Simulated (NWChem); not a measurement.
System: C$_{4}$H$_{6}$O; SMILES C1=CCOC1

Here is an NWChem input.

```
start job
memory heap 200 mb stack 900 mb global 1100 mb
geometry units angstroms noautosym nocenter noautoz
  C      0.000000    -0.666056     1.036490
  C      0.000000     0.666056     1.036490
  C      0.000000     1.161140    -0.376956
  O      0.000000     0.000000    -1.176305
  C      0.000000    -1.161140    -0.376956
  H      0.000000    -1.319150     1.910975
  H      0.000000     1.319150     1.910975
  H      0.889241     1.785256    -0.600429
  H     -0.889241     1.785256    -0.600429
  H      0.889241    -1.785256    -0.600429
  H     -0.889241    -1.785256    -0.600429
end
basis spherical
  C library pcsseg-1
  O library pcsseg-1
  H library pcsseg-1
end
dft
  xc bhlyp
  iterations 150
end
property
  shielding 5 1 3 4 6 8
end
task dft property
```

NWChem printed, in part:

```
             Northwest Computational Chemistry Package (NWChem) 7.3.0
             --------------------------------------------------------

                             Geometry "geometry" -> ""
                             -------------------------

 Output coordinates in angstroms (scale by  1.889725989 to convert to a.u.)

  No.       Tag          Charge          X              Y              Z
 ---- ---------------- ---------- -------------- -------------- --------------
    1 C                    6.0000     0.00000000    -0.66605600     1.03649000
    2 C                    6.0000     0.00000000     0.66605600     1.03649000
    3 C                    6.0000     0.00000000     1.16114000    -0.37695600
    4 O                    8.0000     0.00000000     0.00000000    -1.17630500
    5 C                    6.0000     0.00000000    -1.16114000    -0.37695600
    6 H                    1.0000     0.00000000    -1.31915000     1.91097500
    7 H                    1.0000     0.00000000     1.31915000     1.91097500
    8 H                    1.0000     0.88924100     1.78525600    -0.60042900
    9 H                    1.0000    -0.88924100     1.78525600    -0.60042900
   10 H                    1.0000     0.88924100    -1.78525600    -0.60042900
   11 H                    1.0000    -0.88924100    -1.78525600    -0.60042900

 Effective nuclear repulsion energy (a.u.)     174.7265268043

                              NWChem Property Module
                              ----------------------

  itol2e modified to match energy
  convergence criterion.

                                 NWChem DFT Module
                                 -----------------

 Summary of "ao basis" -> "ao basis" (spherical)
 ------------------------------------------------------------------------------
       Tag                 Description            Shells   Functions and Types
 ---------------- ------------------------------  ------  ---------------------
 C                          pcsseg-1                 7       17   3s3p1d
 O                          pcsseg-1                 7       17   3s3p1d
 H                          pcsseg-1                 3        5   2s1p

  itol2e modified to match energy
  convergence criterion.

[...]

          -----------------------------------------
          Chemical Shielding Tensors (GIAO, in ppm)
          -----------------------------------------

                                NWChem CPHF Module
                                ------------------

  scftype          =     RHF
  nclosed          =       19
  nopen            =        0
  variables        =     1824
  # of vectors     =        3
  tolerance        = 0.10D-03
  level shift      = 0.00D+00
  max iterations   =       50
  max subspace     =       30

 SCF residual:    3.3825313320182057E-005

Iterative solution of linear equations
  No. of variables     1824
  No. of equations        3
  Maximum subspace       30
        Iterations       50
       Convergence  1.0D-04

   iter   nsub   residual    time
   ----  ------  --------  ---------
     1      3    1.19D+00      50.7
     2      6    1.14D-01      54.4
     3      9    1.28D-02      58.4
     4     12    1.04D-03      62.2
     5     15    9.27D-05      66.0

      Atom:    1  C
        Diamagnetic
    237.8599     -0.0000     -0.0000
     -0.0000    265.4247      3.2559
     -0.0000      3.2559    262.2286

        Paramagnetic
    -96.5469     -0.0000      0.0000
     -0.0000   -193.2482      4.6231
      0.0000      4.6231   -334.5484

        Total Shielding Tensor
    141.3130     -0.0000      0.0000
     -0.0000     72.1764      7.8790
      0.0000      7.8790    -72.3198

           isotropic =      47.0566
          anisotropy =     141.3847

          Principal Components and Axis System
                 1           2           3
              141.3130    -72.7481     72.6048

      1         1.0000     -0.0000      0.0000
      2        -0.0000     -0.0543      0.9985
      3         0.0000      0.9985      0.0543

      Atom:    2  C
        Diamagnetic
    232.1348     -0.0000      0.0000
     -0.0000    244.7985      2.4577
      0.0000      2.4577    251.4767

        Paramagnetic
   -158.1763     -0.0000     -0.0000
     -0.0000   -117.8013     24.1054
     -0.0000     24.1054   -127.2427

        Total Shielding Tensor
     73.9585     -0.0000     -0.0000
     -0.0000    126.9972     26.5631
     -0.0000     26.5631    124.2340

           isotropic =     108.3966
          anisotropy =      65.7270

          Principal Components and Axis System
                 1           2           3
              152.2146     99.0166     73.9585

      1        -0.0000      0.0000      1.0000
      2         0.7252     -0.6885      0.0000
      3         0.6885      0.7252     -0.0000

      Atom:    3  O
        Diamagnetic
    376.2792      0.0000     -0.0000
      0.0000    416.9314     -0.0000
     -0.0000     -0.0000    397.2003

        Paramagnetic
   -133.3506      0.0000      0.0000
      0.0000   -107.1168     -0.0000
      0.0000     -0.0000      9.0885

        Total Shielding Tensor
    242.9286      0.0000      0.0000
      0.0000    309.8145     -0.0000
      0.0000     -0.0000    406.2888

           isotropic =     319.6773
          anisotropy =     129.9172

          Principal Components and Axis System
                 1           2           3
              406.2888    309.8145    242.9286

      1         0.0000      0.0000      1.0000
      2        -0.0000      1.0000     -0.0000
      3         1.0000      0.0000     -0.0000

      Atom:    4  H
        Diamagnetic
     23.1851     -0.0000     -0.0000
     -0.0000     32.3121     -7.7266
     -0.0000     -7.7266     36.7209

[...]
```

Level: BHandHLYP/pcSseg-1, GIAO. Geometry: optimised at PBE0/def2-SVP. The output numbers the shielded atoms by their place in the input's list. The printed shielding anisotropy is the first printed principal value minus the mean of the other two.
